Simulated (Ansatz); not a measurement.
Geometry optimisation, RKS B3LYP/def2-SVP in Ansatz 0.2.0.

The input (input.yaml):

```yaml
crystal:
  periodic: [false, false, false]
  atoms:
    - { symbol: Si, position_ang: [0.01955, -0.043977, 0.839222] }
    - { symbol: H, position_ang: [-0.142675, 0.343815, -1.847115] }
    - { symbol: S, position_ang: [0.841389, -1.761862, 0.542235] }
    - { symbol: H, position_ang: [0.099119, -0.235109, -1.522948] }
    - { symbol: F, position_ang: [-1.529675, 0.295771, 1.075912] }
    - { symbol: F, position_ang: [0.712192, 1.401362, 0.912594] }
basis:
  gaussian: { orbitals: def2-SVP }
hamiltonian:
  xc: b3lyp
relax:
  f_tol: 0.03
  max_steps: 50
```

Command:

```bash
$ ansatz run input.yaml --threads 2 --pin off --max-ram 3072MiB --backend cpu --events-out ev --progress --plain --runs-dir out
```

Question: Where does it end, and by what steps?

Answer: The run converged. After 9 steps the energy has fallen by 0.175 eV; S3 moved furthest, 0.48 Å.

```
step  energy less start (eV)  largest force component (eV/Å)  accepted
   0                  0.0000                           2.104       yes
   1                 -0.1414                           0.176       yes
   2                 -0.0312                           1.239        no
   3                 -0.1466                           0.358       yes
   4                 -0.1618                           0.427       yes
   5                 -0.1698                           0.382       yes
   6                 -0.1735                           0.262       yes
   7                 -0.1745                           0.146       yes
   8                 -0.1750                           0.054       yes
   9                 -0.1752                           0.021       yes
```

```xyz
6
Properties=species:S:1:pos:R:3
Si 0.076 -0.133 0.861
H -0.280 0.578 -1.733
S 0.913 -1.865 1.004
H 0.014 -0.123 -1.791
F -1.488 0.228 0.859
F 0.765 1.314 0.799
```

The run took 5 s on 2 threads of AMD EPYC 9R45 96-Core Processor (Zen 5), with other jobs on the host, peak memory 0.16 GiB.
